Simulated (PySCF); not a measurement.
A run for PySCF: R-HF/3-21G on C3H10N (SMILES CC[NH2+]C). Charge +1.

```python
from pyscf import gto, scf, dft, mp
from pyscf.data.elements import chemcore

mol = gto.M(
    atom='''
    C     1.57167573    0.42344104    0.13523034
    C     0.57966258   -0.65194194    0.52178023
    N    -0.65615787   -0.63699768   -0.36471683
    C    -1.51719237    0.58730485   -0.25001313
    H     2.46625705    0.30004419    0.74509726
    H     1.19213842    1.42806006    0.31506636
    H     1.87573293    0.33571410   -0.90987827
    H     0.21770209   -0.53705535    1.54256753
    H     1.00618101   -1.64865105    0.41502960
    H    -1.22170429   -1.45917862   -0.14469540
    H    -0.36050884   -0.74891689   -1.33743841
    H    -0.95052579    1.44920072   -0.58596772
    H    -1.80557006    0.70598802    0.79106874
    H    -2.39769058    0.45298856   -0.87313031
    ''',
    basis='3-21g',
    charge=1, spin=0, verbose=3, max_memory=1800)
mf = scf.RHF(mol)
mf.conv_tol = 1e-8
mf.max_cycle = 100
mf.kernel()
if not mf.converged:
    mf = mf.newton().run(mf.mo_coeff, mf.mo_occ)
```

It printed:

```
converged SCF energy = -172.706149584639
```

Self-consistency was reached.

Cost: around 0.29 core-seconds (rough).
